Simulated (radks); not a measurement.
Q: The table gives one normalised radial function P(r) = r R(r) of Mo+ in [Kr] 4d5 (r in bohr). Method: non-relativistic Kohn-Sham, exchange-only LDA, spin-polarised, spherical densities, point nucleus; open shells are filled with parallel spins first (spin-orbit coupling, left out, can overturn this in heavy ions); relativity is left out, which matters for an element this heavy; computed with a radial shooting solver on a logarithmic mesh with Libxc functionals.

r	P
0.001572	0.0439
0.002383	0.0642
0.003612	0.0923
0.005432	0.1280
0.008234	0.1707
0.01248	0.2110
0.01877	0.2276
0.02845	0.1849
0.04279	0.0459
0.06486	-0.1884
0.09832	-0.3764
0.1479	-0.2530
0.2241	0.2597
0.3371	0.5972
0.5109	0.0735
0.7745	-0.8668
1.165	-1.0331
1.766	-0.4840
2.676	-0.0925
4.025	-0.0062
6.101	-0.0001

Which n and l does it have? It may be an empty orbital.

A: n = 4, l = 0: the number of nodes gives n - l - 1 = 3, the rise at small r (about r^(l+1)) gives l, and the extent must fit the shell. The curve is that of 4s down; the table hardly tells the two spins apart. 4s down: eigenvalue -64.023 eV, 3 radial nodes at r = 0.0469, 0.186, 0.528 bohr, <r> = 1.13 bohr, 90 % of the charge inside 1.65 bohr.
